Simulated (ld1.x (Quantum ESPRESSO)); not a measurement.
Ga, TM: configuration errors across variants

ld1.x (Quantum ESPRESSO) 7.5 input, shortened:

```
&input
   title='Ga', zed=31., rel=1, dft='PBE', iswitch=3,
   config='[Ar] 3d10 4s2 4p1'
 /
 &inputp
   pseudotype=2, tm=.true., lloc=2,
   nlcc=.false.
 /
3
4S  1  0   2.00   0.00  1.60  1.60  0.0
4P  2  1   1.00   0.00  2.25  2.25  0.0
3D  3  2  10.00   0.00  1.40  1.40  0.0
 &test
   configts(1)='3d10 4s2 4p1'
 /
```

All-electron excitation energies from the reference (eV): (1) 3d10 4s2 4p0 5.688; (2) 3d10 4s1 4p0 26.816; (3) 3d10 4s0 4p0 58.088; (4) 3d10 4s1 4p2 6.538; (5) 3d10 4s2 4p1.3 -0.534; (6) 3d10 4s0 4p3 13.371.

Tests that are not counted but printed errors over 1 eV. “base”: 3d9 4s2 4p2 (solver errors, printed error -14.9 eV). “wave 3d (bound): rc 1.40 bohr becomes 3d (bound): rc 1.46 bohr”: 3d9 4s2 4p2 (solver errors, printed error -14.8 eV). “all radii scaled by about 1.09 (s 1.74, p 2.44, d 1.52 bohr)”: 3d9 4s2 4p2 (solver errors, printed error -14.8 eV); 3d10 4s1 4p2 (solver errors, printed error -12.7 eV); 1 more. “wave 4s (bound): rc 1.60 bohr becomes 4s (bound): rc 2.18 bohr”: 3d9 4s2 4p2 (solver errors, printed error -14.8 eV). “core correction a·sin(br)/r model core inside 1.56 bohr”: 3d9 4s2 4p2 (solver errors, printed error -14.9 eV).

1 further variants failed, have other tests or too few solved ones, and are left out.

A true bound ghost makes a file unfit for plane-wave use even where its test errors are small: the radial tests pick states by their node count and pass the ghost by. Where a test does run into it, the solver fails or the error is huge.

Errors AE − PS in meV (a dash: test not solved or not reliable):

```tsv
change	(1)	(2)	(3)	(4)	(5)	(6)	bound ghosts
base	+0.1	+17	+103	+1.8	+0.1	+8.6	s, p
local potential the p channel	-1.8	+1.2	+93	+0.8	+0.1	+8.6	s
wave 3d (bound): rc 1.40 bohr becomes 3d (bound): rc 1.46 bohr	+0.1	+17	+103	+1.7	+0.1	+8.0	s, p
wave 4p (bound): rc 2.25 bohr becomes 4p (bound): rc 1.44 bohr	+1.2	+21	+108	+0.5	0.0	+3.1	s, p
all radii scaled by about 1.09 (s 1.74, p 2.44, d 1.52 bohr)	0.0	+15	+96	–	–	+9.3	s, p
wave 4s (bound): rc 1.60 bohr becomes 4s (bound): rc 2.18 bohr	+0.1	+18	+81	-1.2	+0.1	-5.7	s, p
type ultrasoft; waves now 4s (bound): rcut 1.40, rcutus 1.60 bohr; 4s channel at 1.75 Ry: rcut 1.40, rcutus 1.60 bohr; 4p (bound): rcut 1.95, rcutus 2.25 bohr; 4p channel at 0.3 Ry: rcut 1.95, rcutus 2.25 bohr; 3d (bound): rcut 1.20, rcutus 1.40 bohr; 3d channel at 1.55 Ry: rcut 1.20, rcutus 1.40 bohr; local potential all-electron potential smoothed inside 1.60 bohr (lloc = -1); augmentation built from norm-conserving waves at rcut, not smoothed further	-0.8	+15	+105	+1.3	0.0	+6.7	not determined
core correction a·sin(br)/r model core inside 1.56 bohr	-1.0	-1.3	+3.2	+0.1	0.0	+1.0	s, p
wave 4p (bound): rc 2.25 bohr becomes 4p (bound): rc 2.62 bohr	-0.2	+14	+96	+3.9	+0.1	+18	s, p
wave 4s (bound): rc 1.60 bohr becomes 4s (bound): rc 1.44 bohr	-0.1	+19	+111	+2.3	+0.1	+10	s, p
wave 3d (bound): rc 1.40 bohr becomes 3d (bound): rc 1.54 bohr	0.0	+16	+96	+0.9	0.0	–	s, p
```

Task: Give the same row for: local potential all-electron potential smoothed inside 1.85 bohr (lloc = -2).

Result: +0.1, +17, +102, +2.1, +0.1, +11; bound ghosts: none.
